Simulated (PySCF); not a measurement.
A structure optimised at PBE0-D3(BJ)/def2-SVP, used in a PySCF frequency run:

```xyz
11

Zr     0.0000     0.0000     0.0416
O     -1.1291    -1.1545     1.1068
H     -1.4467    -1.8968     1.6181
O      1.1291     1.1545     1.1068
H      1.4467     1.8968     1.6181
N      1.3013    -1.0003    -1.1804
H      2.3123    -1.0368    -1.0724
H      1.0457    -1.5907    -1.9689
N     -1.3013     1.0003    -1.1804
H     -2.3123     1.0368    -1.0724
H     -1.0457     1.5907    -1.9689
```
Charge 0, spin multiplicity 1.

Question: Write its SMILES, formula and point group.

Answer: [NH2][Zr]([NH2])([OH])[OH], H6N2O2Zr, C2

Question: What are its rotational constants (standard atomic weights)?

Answer: 2.8294, 2.6510, 2.5332 GHz
